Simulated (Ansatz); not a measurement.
A nudged elastic band was laid between two geometries of CH$_{8}$GaN (11 atoms, charge 0, multiplicity 1).

Method: RKS PBE0/def2-SVP (Ansatz 0.2.0).

| Item | Value |
| --- | --- |
| movable images | 7 |
| climbing image | yes |
| spring | 5.0 eV/Å² |
| optimiser | quadratic models (default) |
| start path | through a guess of the saddle point |
| force threshold | 0.05 eV/Å |
| iteration limit | 60 |
| end points | relaxed |

Image 0:

```xyz
11
Properties=species:S:1:pos:R:3
Ga 0.036 -0.011 0.265
H -0.117 0.736 1.654
H 1.481 -0.073 -0.382
H -1.213 -0.026 -0.710
N -0.086 -2.027 0.965
H -0.095 -2.627 0.139
C 0.983 -2.422 1.883
H 0.896 -3.469 2.217
H 1.952 -2.283 1.386
H 0.962 -1.764 2.762
H -1.001 -2.136 1.403
```

Image 8:

```xyz
11
Properties=species:S:1:pos:R:3
Ga 0.448 -0.718 -0.662
H -1.345 -0.115 3.186
H 1.893 -0.132 -0.765
H -0.776 -0.388 -1.576
N 0.157 -1.909 0.682
H -0.764 -2.329 0.763
C 1.100 -2.418 1.646
H 1.256 -3.510 1.556
H 2.081 -1.939 1.504
H 0.790 -2.217 2.689
H -1.043 -0.426 2.559
```

(1) What changes between the two ends?

(2) What energy profile does the band end with?

(3) What is the geometry of the highest image?

Answers

(1) Bonds broken: Ga1–H2, N5–H11. Bonds formed: H2–H11. CH8GaN becomes CH6GaN + H2.

(2) The forces met the threshold. The highest image is number 4 of 0 to 8, 161.9 kJ/mol above the first end and 78.5 kJ/mol above the last; the last end lies 83.4 kJ/mol above the first. The profile has 2 maxima (images 4, 6) with wells between them (image 5): this band takes more than one step, which may be the mechanism or a detour left from its start path. Neighbouring images differ by up to 1.4 eV, so the band resolves the path poorly. A vibrational analysis at the climbing image gives one clearly imaginary mode, 1166i cm⁻¹: a first-order saddle point. The orbitals stay closed-shell, which can raise the energy where a bond breaks towards radicals; this wasn't checked here.

```
image  path coordinate (Å)  energy (kJ/mol)  Ga1–H2 (Å)  N5–H11 (Å)  H2–H11 (Å)
    0                 0.00              0.0        1.58        1.02        3.02
    1                 0.83              1.2        1.58        1.02        2.84
    2                 1.67              3.1        1.59        1.02        2.69
    3                 2.50             23.8        1.61        1.03        1.94
    4                 3.34            161.9        1.89        1.48        0.96
    5                 4.52             91.3        2.77        2.56        0.76
    6                 5.71             92.9        3.44        2.89        0.76
    7                 6.89             86.4        3.70        2.81        0.76
    8                 8.08             83.4        4.29        2.68        0.76
```

(3) 
```xyz
11
Properties=species:S:1:pos:R:3:forces:R:3
Ga 0.151 -0.259 0.075 0.00 0.00 0.00
H -0.941 0.105 1.574 0.00 0.00 0.00
H 1.495 0.483 0.367 0.00 0.00 0.00
H -0.806 -0.098 -1.151 0.00 0.00 0.00
N -0.017 -1.985 1.006 0.00 0.00 0.00
H -0.612 -2.678 0.556 0.00 0.00 0.00
C 1.082 -2.590 1.727 0.01 0.00 0.00
H 0.732 -3.354 2.444 0.00 0.00 0.00
H 1.835 -3.069 1.073 0.00 0.00 0.00
H 1.612 -1.821 2.312 0.00 0.00 0.00
H -0.733 -0.834 1.599 0.00 0.00 0.00
```

Time of the run: 8.2 min on 2 threads of Arm Neoverse V2, with other jobs on the host, peak memory 0.23 GiB.
